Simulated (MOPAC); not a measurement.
MOPAC input (PM3):

```
PM3 FORCE THERMO(298,298) PRECISE LET CHARGE=1 GEO-OK AUX(PRECISION=9) THREADS=1
H5SSi

Si   -1.12568458 1   -0.42781127 1    0.17732646 1
S     1.06436645 1    0.42700122 1   -0.23757543 1
H    -1.13867078 1   -0.88320777 1    1.57935284 1
H    -1.94550981 1    0.76770816 1   -0.10065695 1
H    -1.19761340 1   -1.50305560 1   -0.83130313 1
H     1.83436976 1   -0.50298612 1    0.19156135 1
H     1.26613965 1    1.22227442 1    0.74668517 1
```

From the output:

```
     H    7   1.843088

          HEAT OF FORMATION =     168.653623 KCALS/MOLE

          ZERO POINT ENERGY      21.859 KCAL/MOL

           NORMAL COORDINATE ANALYSIS (Total motion = 1 Angstrom)

   Root No.       1         2         3         4         5         6         7         8

                 1 A"      1 A'      2 A"      2 A'      3 A'      3 A"      4 A'      5 A'

                  96.7     373.7     401.6     424.0     672.0     693.9     727.5     838.9

           1   -0.0000    0.1462   -0.0000    0.0209   -0.0060    0.0000   -0.0198    0.0020
           2    0.0000    0.0144    0.0000   -0.0139   -0.0181   -0.0000    0.0024   -0.0204
           3   -0.0021    0.0000   -0.0151   -0.0000   -0.0000    0.0191   -0.0000   -0.0000
           4    0.0000   -0.1338    0.0000   -0.0087   -0.0203   -0.0000    0.0002    0.0021
           5   -0.0000   -0.0049    0.0000    0.0027    0.0185    0.0000   -0.0059   -0.0020
           6    0.0122    0.0000    0.0039   -0.0000    0.0000   -0.0151    0.0000    0.0000
           7    0.0000   -0.1478   -0.0000    0.3048    0.2446    0.0000    0.2098   -0.1376
           8   -0.0000   -0.0734   -0.0000    0.0714    0.0564    0.0000    0.0646   -0.0457
           9    0.1507   -0.0000    0.0825    0.0000    0.0000   -0.0687   -0.0000   -0.0000
          10   -0.0137    0.2087   -0.2890   -0.1631    0.0125    0.1271    0.2659    0.0311
          11    0.1327   -0.0363   -0.0236    0.0593    0.0404    0.0314   -0.0121    0.3320
          12   -0.0764    0.0132    0.0658   -0.0006   -0.0374   -0.0285   -0.0494   -0.2050
          13    0.0137    0.2087    0.2890   -0.1631    0.0125   -0.1271    0.2659    0.0311
          14   -0.1327   -0.0363    0.0236    0.0593    0.0404   -0.0314   -0.0121    0.3320
          15   -0.0764   -0.0132    0.0658    0.0006    0.0374   -0.0285    0.0494    0.2050
          16   -0.0033   -0.0431   -0.1455   -0.1423    0.2728   -0.3093   -0.0983   -0.0234
          17    0.2075   -0.0484    0.0145    0.0560   -0.1101    0.0437    0.0402    0.0066
          18   -0.1629    0.0025    0.0412   -0.0008    0.0180    0.0371   -0.0094    0.0001
          19    0.0033   -0.0431    0.1455   -0.1423    0.2728    0.3093   -0.0983   -0.0234
          20   -0.2075   -0.0484   -0.0145    0.0560   -0.1101   -0.0437    0.0402    0.0066
          21   -0.1629   -0.0025    0.0412    0.0008   -0.0180    0.0371    0.0094   -0.0001

   Root No.       9        10        11        12        13        14        15

                 4 A"      6 A'      7 A'      5 A"      8 A'      6 A"      9 A'

                 843.7    1166.1    1743.0    1778.3    1833.0    1840.8    1857.6

           1   -0.0000    0.0011    0.0006    0.0000    0.0029   -0.0000   -0.0068
           2    0.0000   -0.0015    0.0003   -0.0000   -0.0259    0.0000   -0.0037
           3   -0.0185    0.0000    0.0000    0.0004   -0.0000   -0.0281   -0.0000
           4   -0.0000   -0.0100   -0.0072   -0.0000   -0.0001   -0.0000   -0.0003
           5   -0.0000   -0.0182   -0.0186    0.0000   -0.0000   -0.0000   -0.0006
           6   -0.0022   -0.0000   -0.0000   -0.0228    0.0000   -0.0000   -0.0000
           7    0.0000    0.0057   -0.0064   -0.0000   -0.1574    0.0000    0.0668
           8   -0.0000   -0.0014    0.0122   -0.0000    0.5451    0.0000   -0.2452
           9    0.4245    0.0000   -0.0000    0.0001    0.0000   -0.0155   -0.0000
          10    0.1254   -0.0097   -0.0002    0.0070    0.0393    0.0884    0.0614
          11   -0.1908    0.0039   -0.0086    0.0001    0.0884    0.2431    0.1742
          12    0.0786   -0.0009   -0.0147   -0.0003    0.1773    0.3998    0.3002
          13   -0.1254   -0.0097   -0.0002   -0.0070    0.0393   -0.0884    0.0614
          14    0.1908    0.0039   -0.0086   -0.0001    0.0884   -0.2431    0.1742
          15    0.0786    0.0009    0.0147   -0.0003   -0.1773    0.3998   -0.3002
          16   -0.0355    0.1499    0.1092    0.1069    0.0005    0.0016    0.0055
          17    0.0053    0.3072    0.2948    0.3041   -0.0001   -0.0012    0.0092
          18    0.0017   -0.3301    0.3436    0.3574   -0.0012   -0.0004    0.0122
          19    0.0355    0.1499    0.1092   -0.1069    0.0005   -0.0016    0.0055
          20   -0.0053    0.3072    0.2948   -0.3041   -0.0001    0.0012    0.0092
          21    0.0017    0.3301   -0.3436    0.3574    0.0012   -0.0004   -0.0122

           MASS-WEIGHTED COORDINATE ANALYSIS (NORMAL COORDINATES)

   Root No.       1         2         3         4         5         6         7         8

                 1 A"      1 A'      2 A"      2 A'      3 A'      3 A"      4 A'      5 A'

                  96.7     373.7     401.6     424.0     672.0     693.9     727.5     838.9

           1   -0.0000    0.6775   -0.0000    0.2321   -0.0606    0.0000   -0.2177    0.0181
           2    0.0000    0.0666    0.0000   -0.1545   -0.1819   -0.0000    0.0266   -0.1847
           3   -0.0242    0.0000   -0.1637   -0.0000   -0.0000    0.1995   -0.0000   -0.0000
           4    0.0000   -0.6626    0.0000   -0.1029   -0.2178   -0.0000    0.0021    0.0201
           5   -0.0000   -0.0245    0.0000    0.0317    0.1981    0.0000   -0.0696   -0.0190
           6    0.1484    0.0000    0.0452   -0.0000    0.0000   -0.1686    0.0000    0.0000
           7    0.0000   -0.1297   -0.0000    0.6424    0.4644    0.0000    0.4377   -0.2357
           8   -0.0000   -0.0645   -0.0000    0.1506    0.1072    0.0000    0.1347   -0.0783
           9    0.3257   -0.0000    0.1697    0.0000    0.0000   -0.1358   -0.0000   -0.0000
          10   -0.0296    0.1832   -0.5942   -0.3437    0.0238    0.2513    0.5548    0.0533
          11    0.2868   -0.0318   -0.0485    0.1249    0.0768    0.0621   -0.0253    0.5689
          12   -0.1651    0.0116    0.1352   -0.0013   -0.0710   -0.0562   -0.1031   -0.3513
          13    0.0296    0.1832    0.5942   -0.3437    0.0238   -0.2513    0.5548    0.0533
          14   -0.2868   -0.0318    0.0485    0.1249    0.0768   -0.0621   -0.0253    0.5689
          15   -0.1651   -0.0116    0.1352    0.0013    0.0710   -0.0562    0.1031    0.3513
          16   -0.0072   -0.0378   -0.2990   -0.3000    0.5180   -0.6113   -0.2052   -0.0402
          17    0.4485   -0.0425    0.0297    0.1180   -0.2090    0.0864    0.0840    0.0113
          18   -0.3522    0.0022    0.0846   -0.0017    0.0342    0.0733   -0.0195    0.0001
          19    0.0072   -0.0378    0.2990   -0.3000    0.5180    0.6113   -0.2052   -0.0402
          20   -0.4485   -0.0425   -0.0297    0.1180   -0.2090   -0.0864    0.0840    0.0113
          21   -0.3522   -0.0022    0.0846    0.0017   -0.0342    0.0733    0.0195   -0.0001

   Root No.       9        10        11        12        13        14        15

                 4 A"      6 A'      7 A'      5 A"      8 A'      6 A"      9 A'

                 843.7    1166.1    1743.0    1778.3    1833.0    1840.8    1857.6

           1   -0.0000    0.0088    0.0047    0.0000    0.0238   -0.0000   -0.0642
           2    0.0000   -0.0114    0.0024   -0.0000   -0.2101    0.0000   -0.0349
           3   -0.1753    0.0000    0.0000    0.0034   -0.0000   -0.2149   -0.0000
           4   -0.0000   -0.0826   -0.0605   -0.0000   -0.0011   -0.0000   -0.0033
           5   -0.0000   -0.1507   -0.1573    0.0000   -0.0003   -0.0000   -0.0057
           6   -0.0226   -0.0000   -0.0000   -0.1860    0.0000   -0.0002   -0.0000
           7    0.0000    0.0084   -0.0095   -0.0000   -0.2422    0.0000    0.1189
           8   -0.0000   -0.0021    0.0182   -0.0000    0.8387    0.0000   -0.4367
           9    0.7636    0.0000   -0.0000    0.0002    0.0000   -0.0224   -0.0000
          10    0.2255   -0.0143   -0.0002    0.0102    0.0605    0.1282    0.1094
          11   -0.3433    0.0058   -0.0128    0.0001    0.1360    0.3525    0.3102
          12    0.1415   -0.0013   -0.0220   -0.0005    0.2729    0.5796    0.5347
          13   -0.2255   -0.0143   -0.0002   -0.0102    0.0605   -0.1282    0.1094
          14    0.3433    0.0058   -0.0128   -0.0001    0.1360   -0.3525    0.3102
          15    0.1415    0.0013    0.0220   -0.0005   -0.2729    0.5796   -0.5347
          16   -0.0638    0.2196    0.1633    0.1543    0.0007    0.0023    0.0099
          17    0.0096    0.4501    0.4408    0.4389   -0.0001   -0.0018    0.0164
          18    0.0031   -0.4838    0.5138    0.5159   -0.0018   -0.0006    0.0217
          19    0.0638    0.2196    0.1633   -0.1543    0.0007   -0.0023    0.0099
          20   -0.0096    0.4501    0.4408   -0.4389   -0.0001    0.0018    0.0164
          21    0.0031    0.4838   -0.5138    0.5159    0.0018   -0.0006   -0.0217

          DESCRIPTION OF VIBRATIONS

 VIBRATION          1    1A"         ATOM PAIR     ENERGY CONTRIBUTION    RADIAL
 FREQUENCY            96.73         S 2 -- H 7         +36.6% (458.3%)      1.8%
 TRANSITION DIPOLE   0.4309         S 2 -- H 6         +36.6% (458.3%)      1.8%
 TRAVEL (Ang.)       0.0000         Si1 -- H 3          +8.8% (225.1%)      0.0%
 REDUCED MASS        0.2647         Si1 -- H 4          +8.7% (222.9%)      0.3%
 EFFECTIVE MASS      8.0572
 FORCE CONSTANT      0.0015

 VIBRATION          2    1A'         ATOM PAIR     ENERGY CONTRIBUTION    RADIAL
 FREQUENCY           373.67         Si1 -- S 2         +38.8% (105.6%)     99.5%
 TRANSITION DIPOLE   1.2679         Si1 -- H 3         +17.3% ( 70.6%)      1.6%
 TRAVEL (Ang.)       0.1215         Si1 -- H 5         +11.9% ( 58.4%)      6.8%
 REDUCED MASS       12.2314         Si1 -- H 4         +11.9% ( 58.4%)      6.8%
 EFFECTIVE MASS     31.3938         S 2 -- H 7         +10.1% ( 53.8%)      4.7%
 FORCE CONSTANT      1.0063         S 2 -- H 6         +10.1% ( 53.8%)      4.7%

 VIBRATION          3    2A"         ATOM PAIR     ENERGY CONTRIBUTION    RADIAL
 FREQUENCY           401.59         Si1 -- H 5         +34.1% ( 89.1%)      3.1%
 TRANSITION DIPOLE   0.3646         Si1 -- H 4         +34.1% ( 89.1%)      3.1%
 TRAVEL (Ang.)       0.7223         S 2 -- H 6         +12.0% ( 52.9%)      0.5%
 REDUCED MASS        0.3218         S 2 -- H 7         +12.0% ( 52.9%)      0.5%
 EFFECTIVE MASS      1.9429
 FORCE CONSTANT      0.0306

 VIBRATION          4    2A'         ATOM PAIR     ENERGY CONTRIBUTION    RADIAL
 FREQUENCY           424.02         Si1 -- H 3         +38.0% ( 88.6%)     11.8%
```

The dipole moment of an ion depends on the origin.
